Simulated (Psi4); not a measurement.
isocyanic acid (CHNO), singlet, geometry from GFN2-xTB; SCS-MP2/3-21G (Psi4).

Here is a job for Psi4.
```
memory 2 GB

molecule mol {
0 1
N    -1.090199    0.195504    0.263220
C     0.048134   -0.049398    0.013786
O     1.145452   -0.105508   -0.338827
H    -1.821018   -0.228081    0.785354
}

set {
  basis 3-21g
  reference rhf
}

energy('scs-mp2')
print_variables()
```

Output, abridged:

```
   => Loading Basis Set <=

    Name: 3-21G
    Role: ORBITAL
    Keyword: BASIS

         ---------------------------------------------------------
                                   SCF
               by Justin Turney, Rob Parrish, Andy Simmonett
                          and Daniel G. A. Smith
                              RHF Reference
         ---------------------------------------------------------

  ==> Geometry <==

    Molecular point group: c1
    Full point group: C1

    Geometry (in Angstrom), charge = 0, multiplicity = 1:

       Center              X                  Y                   Z               Mass
    ------------   -----------------  -----------------  -----------------  -----------------
         N           -1.131998235659     0.190215789687     0.281280078626    14.003074004430
         C            0.006334764341    -0.054686210313     0.031846078626    12.000000000000
         O            1.103652764341    -0.110796210313    -0.320766921374    15.994914619570
         H           -1.862817235659    -0.233369210313     0.803414078626     1.007825032230

  Running in c1 symmetry.

  Rotational constants: A =     41.87720  B =      0.37686  C =      0.37350 [cm^-1]
  Rotational constants: A = 1255446.98636  B =  11298.00311  C =  11197.23707 [MHz]
  Nuclear repulsion =   59.996308508019645

  Charge       = 0
  Multiplicity = 1
  Electrons    = 22
  Nalpha       = 11
  Nbeta        = 11

  ==> Algorithm <==

  SCF Algorithm Type is PK.
  DIIS enabled.
  MOM disabled.
  Fractional occupation disabled.
  Guess Type is SAD.
  Energy threshold   = 1.00e-08
  Density threshold  = 1.00e-08
  Integral threshold = 1.00e-12

  ==> Primary Basis <==

  Basis Set: 3-21G
    Blend: 3-21G
    Number of shells: 17
    Number of basis functions: 29
    Number of Cartesian functions: 29
    Spherical Harmonics?: false
    Max angular momentum: 1

  ==> Integral Setup <==

  Using in-core PK algorithm.
   Calculation information:
      Number of atoms:                   4
      Number of AO shells:              17
      Number of primitives:             30
      Number of atomic orbitals:        29
      Number of basis functions:        29

      Integral cutoff                 1.00e-12
      Number of threads:                 1

  Performing in-core PK
  Using 189660 doubles for integral storage.
  We computed 11263 shell quartets total.
  Whereas there are 11781 unique shell quartets.

  ==> DiskJK: Disk-Based J/K Matrices <==

    J tasked:                  Yes
    K tasked:                  Yes
    wK tasked:                  No
    Schwarz Cutoff:          1E-12

  Minimum eigenvalue in the overlap matrix is 1.1387526901E-02.
  Reciprocal condition number of the overlap matrix is 3.3520037721E-03.
    Using symmetric orthogonalization.

  ==> Pre-Iterations <==

  SCF Guess: Superposition of Atomic Densities via on-the-fly atomic UHF (no occupation information).

   -------------------------
    Irrep   Nso     Nmo
   -------------------------
     A         29      29
   -------------------------
    Total      29      29
   -------------------------

  ==> Iterations <==

                        Total Energy        Delta E     RMS |[F,P]|

   @RHF iter SAD:  -166.20327284743456   -1.66203e+02   0.00000e+00
   @RHF iter   1:  -166.73998151562452   -5.36709e-01   1.44469e-02 DIIS/ADIIS
   @RHF iter   2:  -166.78448712176947   -4.45056e-02   9.10228e-03 DIIS/ADIIS
   @RHF iter   3:  -166.80847618382495   -2.39891e-02   1.10298e-03 DIIS/ADIIS
   @RHF iter   4:  -166.80889076083434   -4.14577e-04   5.27395e-04 DIIS/ADIIS
   @RHF iter   5:  -166.80900691861646   -1.16158e-04   1.17899e-04 DIIS/ADIIS
   @RHF iter   6:  -166.80902334086014   -1.64222e-05   3.96188e-05 DIIS
   @RHF iter   7:  -166.80902678789144   -3.44703e-06   1.77471e-05 DIIS
   @RHF iter   8:  -166.80902757563837   -7.87747e-07   6.01147e-06 DIIS
   @RHF iter   9:  -166.80902766480202   -8.91636e-08   1.07665e-06 DIIS
   @RHF iter  10:  -166.80902766644050   -1.63848e-09   2.64168e-07 DIIS
   @RHF iter  11:  -166.80902766652480   -8.42988e-11   4.00315e-08 DIIS
   @RHF iter  12:  -166.80902766652630   -1.50635e-12   9.89711e-09 DIIS
  Energy and wave function converged.

  ==> Post-Iterations <==

    Orbital Energies [Eh]
    ---------------------

    Doubly Occupied:

[...]
    Virtual:

[...]
    Final Occupation by Irrep:
              A
    DOCC [    11 ]
    NA   [    11 ]
    NB   [    11 ]

  @RHF Final Energy:  -166.80902766652630

   => Energetics <=

    Nuclear Repulsion Energy =             59.9963085080196450
    One-Electron Energy =                -345.8670367236898642
    Two-Electron Energy =                 119.0617005491439073
    Total Energy =                       -166.8090276665263332

Computation Completed

Properties will be evaluated at   0.000000,   0.000000,   0.000000 [a0]

Properties computed using the SCF density matrix

 Multipole Moments:

 ------------------------------------------------------------------------------------
     Multipole            Electronic (a.u.)      Nuclear  (a.u.)        Total (a.u.)
 ------------------------------------------------------------------------------------

 L = 1.  Multiply by 2.5417464519 to convert [e a0] to [Debye]
 Dipole X            :          0.8857703           -1.7377434           -0.8519731
 Dipole Y            :         -0.2769291           -0.2198614           -0.4967904
 Dipole Z            :         -0.1402652            0.7508179            0.6105527
 Magnitude           :                                                    1.1599282

 ------------------------------------------------------------------------------------

 MINTS: Wrapper to libmints.
   by Justin Turney

   Calculation information:
      Number of threads:                 1
      Number of atoms:                   4
      Number of AO shells:              17
      Number of SO shells:              17
      Number of primitives:             30
[...]
  DIE_IF_NOT_CONVERGED          => (empty)
[...]
  FREEZE_CORE_POLICY            => (empty)
  FROZEN_DOCC                   => (empty)
  FROZEN_UOCC                   => (empty)
  INTEGRAL_PACKAGE              => (empty)
  IP_POLES                      => (empty)
  LEVEL_SHIFT                   => (empty)
  LITERAL_CFOUR                 => (empty)
  LS_THC_BASIS_TOLERANCE        => (empty)
  LS_THC_DF                     => (empty)
  LS_THC_PRUNING_SCHEME         => (empty)
  LS_THC_RADIAL_POINTS          => (empty)
  LS_THC_SPHERICAL_POINTS       => (empty)
  LS_THC_S_EPSILON              => (empty)
  LS_THC_WEIGHTS_TOLERANCE      => (empty)
  MAT_NUM_COLUMN_PRINT          => (empty)
  MAX_MOGRAD_CONVERGENCE        => (empty)
  MAX_RADIAL_MOMENT             => (empty)
  MBIS_D_CONVERGENCE            => (empty)
  MBIS_MAXITER                  => (empty)
  MBIS_PRUNING_SCHEME           => (empty)
  MBIS_RADIAL_POINTS            => (empty)
  MBIS_SPHERICAL_POINTS         => (empty)
  MOGRAD_DAMPING                => (empty)
  MOLDEN_WITH_VIRTUAL           => (empty)
  MO_MAXITER                    => (empty)
  MO_READ                       => (empty)
  MO_STEP_MAX                   => (empty)
  MO_WRITE                      => (empty)
  MP2_OS_SCALE                  => (empty)
  MP2_SOS_SCALE                 => (empty)
  MP2_SOS_SCALE2                => (empty)
  MP2_SS_SCALE                  => (empty)
  MP2_TYPE                      => (empty)
  MP_TYPE                       => (empty)
  NAT_ORBS                      => (empty)
  NUM_FROZEN_DOCC               => (empty)
  NUM_FROZEN_UOCC               => (empty)
  NUM_GPUS                      => (empty)
  OCC_ORBS_PRINT                => (empty)
  OEPROP                        => (empty)
  OPT_METHOD                    => (empty)
  ORBITAL_OPTIMIZER_PACKAGE     => (empty)
  ORB_OPT                       => FALSE           !
  ORB_RESP_SOLVER               => (empty)
  ORTH_TYPE                     => (empty)
  OS_SCALE                      => (empty)
  PARENT_SYMMETRY               => (empty)
  PCG_BETA_TYPE                 => (empty)
  PCG_CONVERGENCE               => (empty)
  PCG_MAXITER                   => (empty)
  PCM                           => (empty)
  PE                            => (empty)
  PRINT                         => (empty)
  PRINT_NOONS                   => (empty)
  PROPERTIES                    => (empty)
  PROPERTIES_ORIGIN             => (empty)
  PUREAM                        => (empty)
  QC_MODULE                     => (empty)
  RAS1                          => (empty)
  RAS2                          => (empty)
  RAS3                          => (empty)
  RAS4                          => (empty)
  RELATIVISTIC                  => (empty)
  RELAXED                       => (empty)
  REMP_A                        => (empty)
  RESTRICTED_DOCC               => (empty)
  RESTRICTED_UOCC               => (empty)
  RMS_MOGRAD_CONVERGENCE        => (empty)
  R_CONVERGENCE                 => (empty)
  SCF_TYPE                      => (empty)
  SCREENING                     => (empty)
  SCS_TYPE                      => (empty)
  SOCC                          => (empty)
  SOS_TYPE                      => (empty)
  SPIN_SCALE_TYPE               => SCS             !
  SS_SCALE                      => (empty)
  SYMMETRIZE                    => (empty)
  TPDM_ABCD_TYPE                => (empty)
  WFN                           => (empty)
  WFN_TYPE                      => OMP2            !
  WRITER_FILE_LABEL             => (empty)
  ZORA_BASIS_TOLERANCE          => (empty)
  ZORA_NR_DEBUG                 => (empty)
  ZORA_PRUNING_SCHEME           => (empty)
  ZORA_RADIAL_POINTS            => (empty)
  ZORA_SPHERICAL_POINTS         => (empty)

 ==============================================================================
 ==============================================================================
 ==============================================================================

                             MP2
                    Program Written by Ugur Bozkaya,
              Additional Contributions by J. P. Misiewicz

 ==============================================================================
 ==============================================================================
 ==============================================================================

	MO spaces per irreps...

	IRREP   FC    OCC   VIR  FV
	==============================
	   A     0    11    18    0
	==============================

	Cost of iabc is      0 MB
	Cost of abcd is      0 MB
	Switching to the incore algorithm for iabc..
	Switching to the incore algorithm for abcd..

	Computing MP2 energy using SCF MOs (Canonical MP2)...
	==============================================================================
	Nuclear Repulsion Energy (a.u.)    :    59.99630850801964
	SCF Energy (a.u.)                  :  -166.80902766652630
	REF Energy (a.u.)                  :  -166.80902766652630
	Alpha-Alpha Contribution (a.u.)    :    -0.04450578485963
	Alpha-Beta Contribution (a.u.)     :    -0.24108842870012
	Beta-Beta Contribution (a.u.)      :    -0.04450578485963
	Scaled_SS Correlation Energy (a.u.):    -0.02967052323975
	Scaled_OS Correlation Energy (a.u.):    -0.28930611444014
	SCS-MP2 Total Energy (a.u.)        :  -167.12800430420620
	SOS-MP2 Total Energy (a.u.)        :  -167.09833378096644
	SCSN-MP2 Total Energy (a.u.)       :  -166.96568802923221
	SCS-MP2-VDW Total Energy (a.u.)    :  -167.16212664012207
	SOS-PI-MP2 Total Energy (a.u.)     :  -167.14655146670648
	MP2 Correlation Energy (a.u.)      :    -0.33009999841937
	MP2 Total Energy (a.u.)            :  -167.13912766494568
	==============================================================================

  Variable Map:
  ----------------------------------------------------------------------------
[...]
  Array Variable Map:
  ----------------------------------------------------------------------------
[...]
[...]
```
